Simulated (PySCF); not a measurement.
Molfile (atoms numbered from 1):
```
C11H14
     RDKit          3D

 25 26  0  0  0  0  0  0  0  0999 V2000
    4.3518   -0.1030    0.0932 C   0  0  0  0  0  0  0  0  0  0  0  0
    2.9101   -0.4171    0.3719 C   0  0  0  0  0  0  0  0  0  0  0  0
    2.5408   -1.5746    1.0683 C   0  0  0  0  0  0  0  0  0  0  0  0
    1.2014   -1.8664    1.2933 C   0  0  0  0  0  0  0  0  0  0  0  0
    0.1803   -1.0235    0.8395 C   0  0  0  0  0  0  0  0  0  0  0  0
    0.5350    0.1420    0.1406 C   0  0  0  0  0  0  0  0  0  0  0  0
    1.8892    0.4212   -0.0769 C   0  0  0  0  0  0  0  0  0  0  0  0
   -0.5151    1.0790   -0.4073 C   0  0  0  0  0  0  0  0  0  0  0  0
   -1.8920    0.8761    0.2099 C   0  0  0  0  0  0  0  0  0  0  0  0
   -2.2439   -0.6041    0.2479 C   0  0  0  0  0  0  0  0  0  0  0  0
   -1.2622   -1.3553    1.1358 C   0  0  0  0  0  0  0  0  0  0  0  0
    4.6830   -0.5654   -0.8521 H   0  0  0  0  0  0  0  0  0  0  0  0
    5.0088   -0.4845    0.8889 H   0  0  0  0  0  0  0  0  0  0  0  0
    4.5194    0.9802    0.0022 H   0  0  0  0  0  0  0  0  0  0  0  0
    3.3140   -2.2534    1.4390 H   0  0  0  0  0  0  0  0  0  0  0  0
    0.9331   -2.7749    1.8410 H   0  0  0  0  0  0  0  0  0  0  0  0
    2.1533    1.3356   -0.6188 H   0  0  0  0  0  0  0  0  0  0  0  0
   -0.5830    0.9218   -1.4998 H   0  0  0  0  0  0  0  0  0  0  0  0
   -0.1806    2.1213   -0.2787 H   0  0  0  0  0  0  0  0  0  0  0  0
   -1.9022    1.2769    1.2393 H   0  0  0  0  0  0  0  0  0  0  0  0
   -2.6453    1.4469   -0.3557 H   0  0  0  0  0  0  0  0  0  0  0  0
   -3.2731   -0.7559    0.6095 H   0  0  0  0  0  0  0  0  0  0  0  0
   -2.2068   -1.0129   -0.7777 H   0  0  0  0  0  0  0  0  0  0  0  0
   -1.4700   -1.1042    2.1928 H   0  0  0  0  0  0  0  0  0  0  0  0
   -1.4143   -2.4438    1.0541 H   0  0  0  0  0  0  0  0  0  0  0  0
  1  2  1  0
  2  3  1  0
  3  4  2  0
  4  5  1  0
  5  6  2  0
  6  7  1  0
  6  8  1  0
  8  9  1  0
  9 10  1  0
 10 11  1  0
  7  2  2  0
 11  5  1  0
  1 12  1  0
  1 13  1  0
  1 14  1  0
  3 15  1  0
  4 16  1  0
  7 17  1  0
  8 18  1  0
  8 19  1  0
  9 20  1  0
  9 21  1  0
 10 22  1  0
 10 23  1  0
 11 24  1  0
 11 25  1  0
M  END
```

All values are calculated (PySCF 2.14): J couplings at B3LYP/pcJ-1 (without the spin–dipole term), GIAO PBE0/pcSseg-1 shieldings, PBE0-D3(BJ)/def2-SVP structure. Non-relativistic Hamiltonian, in vacuum, equivalent nuclei averaged, a single conformation.

Predict the 2D correlation tables (HSQC, COSY, HMBC).

Answers



HSQC (one-bond C–H):
```
                δH          δC  1J(C,H) (Hz)
        7.06 (H16)  134.6 (C4)           161
        7.03 (H15)  131.8 (C3)           163
        6.97 (H17)  135.1 (C7)           159
    2.67 (H18/H19)   31.8 (C8)           132
    2.64 (H24/H25)  31.6 (C11)           132
2.31 (H12/H13/H14)   22.9 (C1)           133
    1.65 (H20/H21)   25.8 (C9)           133
    1.64 (H22/H23)  25.8 (C10)           133
```

COSY cross peaks (|J| ≥ 2 Hz):
```
            δH              δH  abs. J (Hz)  bonds
    7.06 (H16)      7.03 (H15)          8.6      3
2.67 (H18/H19)  1.65 (H20/H21)          8.3      3
2.64 (H24/H25)  1.64 (H22/H23)          8.4      3
1.65 (H20/H21)  1.64 (H22/H23)          9.8      3
```

HMBC (two and three bonds, |J| ≥ 2.5 Hz):
```
                δH                                                                        δC [abs. J in Hz]
        7.06 (H16)                                     141.1 (C6) [7.2], 139.8 (C2) [8.3], 31.6 (C11) [5.3]
        7.03 (H15)                                      138.3 (C5) [7.8], 135.1 (C7) [6.9], 22.9 (C1) [5.1]
        6.97 (H17)                     138.3 (C5) [6.9], 131.8 (C3) [7.2], 31.8 (C8) [5.6], 22.9 (C1) [5.4]
    2.67 (H18/H19)  141.1 (C6) [5.9], 138.3 (C5) [3.5], 135.1 (C7) [3.8], 25.8 (C9) [3.6], 25.8 (C10) [5.0]
    2.64 (H24/H25)  141.1 (C6) [3.5], 138.3 (C5) [5.9], 134.6 (C4) [3.7], 25.8 (C9) [5.3], 25.8 (C10) [3.6]
2.31 (H12/H13/H14)                                     139.8 (C2) [5.4], 135.1 (C7) [5.4], 131.8 (C3) [5.3]
    1.65 (H20/H21)                    141.1 (C6) [4.8], 31.8 (C8) [3.1], 31.6 (C11) [6.3], 25.8 (C10) [3.2]
    1.64 (H22/H23)                     138.3 (C5) [5.0], 31.8 (C8) [6.2], 31.6 (C11) [3.1], 25.8 (C9) [3.2]
```

References, each an isolated molecule treated in the same way: 1H (σref 31.27) and 13C (σref 184.41) against TMS.

Short H···H contacts in this conformer between protons four or more bonds apart (candidates for NOE cross peaks, intensity ∝ r⁻⁶): H14···H17 2.47 Å, H17···H19 2.49 Å, H16···H25 2.50 Å, H13···H15 2.51 Å, H20···H24 2.60 Å, H18···H23 2.63 Å.

Unscaled 3J(H,H) at this level run about 10 % above measured values. Shifts are as computed. Against solution values, carbons near 30 ppm lie about +2 ppm off and those near 130 ppm about +5 ppm (rms about the fit 1.9 ppm; single classes can miss by 10 ppm). Of 1328 compounds with measured shifts, 309 miss one by over three times the rms of a fit or turn the order of signals round; such compounds aren't used in these exercises. Signals without a measured value on file couldn't be tested in this way; 1H shifts scatter by 0.2 ppm about their fit, and single ones miss by 0.5 ppm.
